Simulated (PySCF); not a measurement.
Cl$_{2}$Se (SMILES Cl[Se]Cl), singlet, at a GFN2-xTB geometry. Base run: HF/def2-SVP (PySCF).

Input for PySCF:
```python
from pyscf import gto, scf

mol = gto.Mole()
mol.atom = '''
    Se    0.00136488    0.00124916    0.68646471
    Cl    1.04133364    1.25945705   -0.69083200
    Cl   -1.04406340   -1.26195537   -0.68209743
'''
mol.basis = 'def2-svp'
mol.verbose = 4
mol.build()

mf = scf.RHF(mol)
mf.kernel()
```

Variants of this job, named by their change:

| change | E (Eh) | HOMO (eV) | HOMO-LUMO gap (eV) | dipole (D) | core-seconds (rough) |
|---|---|---|---|---|---|
| base | -3318.23977 | -9.76 | 11.37 | 1.36 | 0.6 |
| functional = b97-1 | -3321.14025 | -6.53 | 4.26 | 1.08 | 2 |
| functional = b3lyp | -3321.42437 | -6.49 | 4.12 | 1.08 | 2 |
| functional = tpssh | … | … | … | 1.10 | 4 |
| functional = bhandhlyp | -3321.34482 | -7.92 | 6.81 | 1.21 | 2 |
| functional = pw91,pw91 | … | … | … | … | 2 |
| functional = o3lyp | -3321.86804 | -6.07 | 3.46 | 1.10 | 3 |
| functional = hse06 | … | … | … | … | 7 |
| functional = wb97x_v | -3321.00169 | -9.19 | 9.21 | 1.20 | 70 |
| functional = x3lyp | -3321.22170 | -6.52 | 4.28 | 1.08 | 2 |
| functional = r2scan | -3321.30279 | -5.88 | 2.75 | 1.07 | 3 |
| functional = wb97x | … | -9.19 | … | … | 5 |
| functional = m06 | -3321.26065 | -6.82 | 4.71 | 1.23 | 3 |

Q: Fill in the missing entries.

A: 
- functional = tpssh, E (Eh): -3321.33282
- functional = tpssh, HOMO (eV): -6.21
- functional = tpssh, HOMO-LUMO gap (eV): 3.45
- functional = pw91,pw91, E (Eh): -3321.49256
- functional = pw91,pw91, HOMO (eV): -5.53
- functional = pw91,pw91, HOMO-LUMO gap (eV): 2.38
- functional = pw91,pw91, dipole (D): 0.98
- functional = hse06, E (Eh): -3320.80196
- functional = hse06, HOMO (eV): -6.42
- functional = hse06, HOMO-LUMO gap (eV): 3.80
- functional = hse06, dipole (D): 1.11
- functional = wb97x, E (Eh): -3321.39152
- functional = wb97x, HOMO-LUMO gap (eV): 9.16
- functional = wb97x, dipole (D): 1.24

Totals shift with the method and basis; they matter in differences.
